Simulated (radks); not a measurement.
Results of a calculation; reference values are marked as such.
Question: Hf3+, 69 electrons, occupied as [Kr] 4d10 4f14 5s1 5p6 5d1 6d1 (not the ground configuration). Code: a radial shooting solver on a logarithmic mesh with Libxc functionals. Model: Dirac Kohn-Sham, OLYP, spin-unpolarised, spherical densities, finite nucleus; open shells fill j = l - 1/2 first; Fermi nuclear charge, rms radius 5.347 fm.

Spin-orbit splittings of the eigenvalues, e(l+1/2) - e(l-1/2), with zeta = 2 splitting/(2l+1) and mean radii in bohr:

shell  occ.  splitting (eV)  zeta (eV)  <r> j=l-1/2  <r> j=l+1/2
2p        6            1192      794.4      0.06612      0.07384
3p        6           255.5      170.3       0.1980       0.2124
3d       10           55.82      22.33       0.1862       0.1906
4p        6           58.50      39.00       0.4745       0.5074
4d       10           10.73      4.293       0.5281       0.5395
4f       14               ?          ?       0.6554       0.6661
5p        6           8.476      5.650        1.225        1.316
5d        1          0.8808     0.3523        1.757        1.796
6d        1          0.1689    0.06755        4.378        4.428

Estimate the 4f splitting.

Answer: 1.782 eV (zeta = 0.5092 eV).
